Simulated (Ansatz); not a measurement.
Compare A (`C=C[SiH2][GeH3]`) with its isomer B (`C[SiH]1[CH2][GeH2]1`).

Isolated molecules relaxed with PBE0-D4/def2-TZVP in Ansatz; ΔE leaves out vibrations. CBS: MP2 limit from def2 TZ/QZ plus the TZ coupled-cluster correction, frozen cores. DFT in def2-TZVPP. B3LYP here is the variant with VWN-RPA as its local correlation; programs differ in this. For Ge outer-core shells are correlated without core-valence functions, which leaves a few kJ/mol of doubt a bond. Scalar relativity is left out up to krypton. Each species was taken in one conformer, which may not be the lowest.

A:

Z-matrix (Å, degrees):
```
Si
C 1 1.860
Ge 1 2.382 2 110.6
H 1 1.489 2 108.9 3 -120.5
H 1 1.490 2 110.6 3 119.8
C 2 1.330 1 123.3 3 113.9
H 2 1.089 1 118.5 3 -64.6
H 3 1.540 1 110.5 2 57.2
H 3 1.539 1 110.7 2 -62.4
H 3 1.539 1 111.3 2 177.2
H 6 1.086 2 122.1 1 -178.7
H 6 1.086 2 121.7 1 1.4
```

B:

```xyz
12

C     0.404    1.512    1.213
Si    0.353   -0.260    0.633
C     0.541   -0.608   -1.198
Ge   -1.345   -1.096   -0.671
H    -0.156    2.152    0.529
H     1.436    1.871    1.253
H    -0.033    1.609    2.209
H     1.069   -1.201    1.532
H     0.621    0.240   -1.875
H     1.176   -1.433   -1.511
H    -2.402   -0.199   -1.323
H    -1.664   -2.587   -0.790
```

Task: Which isomer does CCSD(T)/CBS put lower? Give the gap. (An estimate is asked.)

Result: Ansatz gave: B, by 11.3 kJ/mol.

Task: Give E(B) − E(A) in kJ/mol with ωB97M-V, r2SCAN-D4, HF/def2-TZVPP, MP2/def2-TZVPP, B3LYP, B2PLYP, B3LYP-D4. (Estimate.)

Result: The calculation gave: ωB97M-V -12.6, r2SCAN-D4 -19.6, HF/def2-TZVPP 30.5, MP2/def2-TZVPP -20.5, B3LYP 4.1, B2PLYP -3.0, B3LYP-D4 2.9. The order is the other way round with HF/def2-TZVPP, B3LYP, B3LYP-D4.

Largest T1 diagnostic: 0.012.

In def2-TZVPP, CCSD(T) changes the Hartree–Fock value by −36.2 kJ/mol (the triples alone add −3.3 kJ/mol) and MP2 by −50.9 kJ/mol.
